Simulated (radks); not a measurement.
Results of a calculation; reference values are marked as such.
All-electron atom: the chromium ion Cr+ in [Ar] 3d4 4s0.5 4p0.5 (fractional occupations, a model configuration). Code: a radial shooting solver on a logarithmic mesh with Libxc functionals. Model: Dirac Kohn-Sham, PBE, spin-unpolarised, spherical densities, finite nucleus; open shells fill j = l - 1/2 first; Fermi nuclear charge, rms radius 3.6452 fm.

Normalised radial functions P(r) = r R(r) (large component), r in bohr:

r	3s1/2	3p1/2
0.006323	0.1455	0.0069
0.009509	0.2005	0.0143
0.01441	0.2655	0.0298
0.02168	0.3250	0.0600
0.03286	0.3499	0.1182
0.04941	0.2876	0.2163
0.07491	0.0778	0.3627
0.1136	-0.2746	0.5186
0.1708	-0.5849	0.5630
0.2589	-0.5043	0.3113
0.3893	0.1602	-0.2863
0.5901	0.9788	-0.9324
0.8874	1.1328	-1.0794
1.345	0.6184	-0.6755
2.039	0.1561	-0.2244
3.066	0.0156	-0.0351
4.648	0.0004	-0.0017
6.99	0.0000	0.0000
10.6	0.0000	0.0000

3s1/2: eigenvalue -86.477 eV, 2 radial nodes at r = 0.0831, 0.360 bohr, <r> = 0.898 bohr, 90 % of the charge inside 1.34 bohr. 3p1/2: eigenvalue -58.492 eV, 1 radial node at r = 0.327 bohr, <r> = 0.951 bohr, 90 % of the charge inside 1.47 bohr.
